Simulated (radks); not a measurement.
All-electron atom: F+ in [He] 2s2 2p3 3p1 (not the ground configuration). Calculated with a radial shooting solver on a logarithmic mesh with Libxc functionals: non-relativistic Kohn-Sham, TPSS, spin-polarised, spherical densities, point nucleus; open shells are filled with parallel spins first; meta-GGA in the generalised Kohn-Sham scheme.

Unscreened Slater integrals over Kohn-Sham orbitals (cm^-1). They are taken over the spin-up orbitals.

F0(3p,3p): 52450
F2(3p,3p): 27626
F0(3p,2p): 69900
F2(3p,2p): 10628
G0(3p,2p): 4126.1
G2(3p,2p): 4010.8
F0(3p,2s): 69564
G1(3p,2s): 3371.7
F0(3p,1s): 75343
G1(3p,1s): 2619.0
F0(2p,2p): 227850
F2(2p,2p): 104910
F0(2p,2s): 222170
G1(2p,2s): 134690
F0(2p,1s): 321170
G1(2p,1s): 39492
F0(2s,2s): 218890
F0(2s,1s): 308920
G0(2s,1s): 24390
F0(1s,1s): 1171800

Derived for the open shells (J is the average intra-shell exchange parameter used in DFT+U). 2p: J = F2/5 = 20980 cm^-1. 3p: J = F2/5 = 5525 cm^-1.
